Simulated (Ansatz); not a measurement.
A structure relaxed at PBE-D4/def2-SVP in Ansatz, charge 1, doublet:

```xyz
8

Cu   -0.910    1.153   -0.711
Cu    1.537    0.517   -0.584
Cu    0.066    0.699    1.554
Cu   -0.219   -1.389   -0.071
Br    0.742    2.612    0.268
Br   -0.813   -1.307    2.251
Br   -2.173   -0.654   -1.331
Br    1.768   -1.631   -1.376
```

Problem. Give its formula.

Solution. Cu₄Br₄⁺ (the lowest doublet isomer of a short search).

Problem. Summarise the bond lengths by kind (pairs closer than 1.2 times the sum of covalent radii, bridged metal pairs left out).

Solution. 9 × Br–Cu 2.29 to 2.44 Å.

The structure comes from a short search, and lower isomers may exist.
